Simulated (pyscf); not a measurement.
Structures and frequencies: ωB97X-D3(BJ)/def2-SVP in PySCF. MP2 and CC: frozen core, UHF for open shells. ΔMP2 is the change of the MP2 total energy from the triple- to the quadruple-zeta basis.

Problem. Estimate the classical barrier height and the reaction energy of `[O][SiH3]` [doublet] → `[OH][SiH2]` [doublet] at CCSD(T)/def2-TZVPP + ΔMP2(QZVPP). The step runs on the doublet surface, breaks H–Si and forms H–O; take the reactant's lowest minimum found as zero.

Solution. ΔE‡ = 19.3 kcal/mol, ΔE = -28.3 kcal/mol. Zero-point energy shifts the barrier by -1.6 kcal/mol. It is a hydrogen shift, with an imaginary mode of 1734i cm⁻¹. This is the saddle that the search found; another between the same sides may lie lower. The CCSD(T) − MP2 part came from Ansatz, without density fitting, on the same reference.
